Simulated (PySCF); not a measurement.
Harmonic spectrum computed at PBE in the def2-SVP basis family (core potentials from Rb on, PySCF, no spin–orbit coupling):

```csv
symmetry,ω (cm⁻¹),IR (km/mol)
a1,96,0.4
b2,277,63.4
a1,281,21.3
```

**Question.** Which molecule gave it? In each, all ligands are bound to the one heavy central atom.
A. GeBr₂ (singlet)
B. WBr₂ (quintet)
C. LaBr₂ (doublet)
D. RuBr₂ (quintet)

**Answer.** A. It has C2v symmetry with Ge–Br 2.370 Å (×2).
